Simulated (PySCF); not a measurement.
Choosing a basis for TDDFT

B₂Cl₃GeH₃.
SMILES: `[BH2][Ge@H]([Cl])[B](Cl)Cl`

TDDFT with PBE0 (PySCF), vertical singlets, core orbitals frozen in the response, spherical d and f functions. Isolated species at its PBE0-D3(BJ)/def2-SVP geometry (one conformer only). Relativistic effects, spin–orbit coupling among them, are left out although an element past zinc is present.

Question: How do the low singlets change with the basis? Take 6-31G*, def2-SVP, def2-SVPD, aug-cc-pVDZ, def2-TZVP and def2-TZVPD.

Answer: 

```tsv
basis	functions	diffuse	S1 (eV)	S2 (eV)	S3 (eV)	S4 (eV)	S5 (eV)	LUMO (eV)	α (au)
6-31G*	120	no	3.85	4.48	4.63	5.08	5.35	-2.82	82.3
def2-SVP	129	no	3.70	4.35	4.63	4.98	5.33	-2.87	81.7
def2-SVPD	183	yes	3.77	4.43	4.58	5.03	5.30	-3.03	102.8
aug-cc-pVDZ	190	yes	3.76	4.43	4.59	5.03	5.31	-2.99	102.9
def2-TZVP	239	no	3.74	4.41	4.57	5.02	5.31	-2.96	95.8
def2-TZVPD	293	yes	3.75	4.41	4.55	5.02	5.28	-2.98	104.2
```

States are compared by their number. Against the largest diffuse basis here (def2-TZVPD, itself not a converged limit), sets without diffuse functions differ by up to 0.10 eV in S1 and 0.06 eV in S5; the smaller diffuse sets differ by up to 0.02 and 0.02 eV. State by state, the largest deviation of a set without diffuse functions is S1 0.10, S2 0.08, S3 0.09, S4 0.06, S5 0.06 eV. The same number needn't mean the same state in each row. Against def2-TZVPD the polarisability deviates by -21% in 6-31G*, -22% in def2-SVP, -1% in def2-SVPD, -1% in aug-cc-pVDZ, -8% in def2-TZVP.
